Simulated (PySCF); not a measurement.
I4Se, SMILES I[Se+](I)(I)I, charge +1, multiplicity 2. Atoms are numbered in the order given.

```xyz
5

Se     0.0000     0.0000     0.0000
I     -1.4932     1.4932     1.4932
I      1.4932     1.4932    -1.4932
I      1.4932    -1.4932     1.4932
I     -1.4932    -1.4932    -1.4932
```
Charge +1, spin multiplicity 2.

Geometry optimised at PBE0-D3(BJ)/def2-SVP. The def2 effective core potentials stand for the cores of I; spin–orbit coupling is left out.

Calculation: PBE0-D3(BJ)/def2-SVP (PySCF).

Frequencies are harmonic and unscaled.

Modes within 1.5 cm⁻¹ of each other (mostly degenerate sets) share a row, with their intensities summed.

| mode | ν (cm⁻¹) | IR (km/mol) | moving atoms (share of kinetic energy) |
|---|---|---|---|
| 1–5 | 40 | 4.3 | I 91 %, Se 9 % |
| 6 | 147 | 0.0 | I 100 % |
| 7–9 | 209 | 112.5 | Se 78 %, I 22 % |
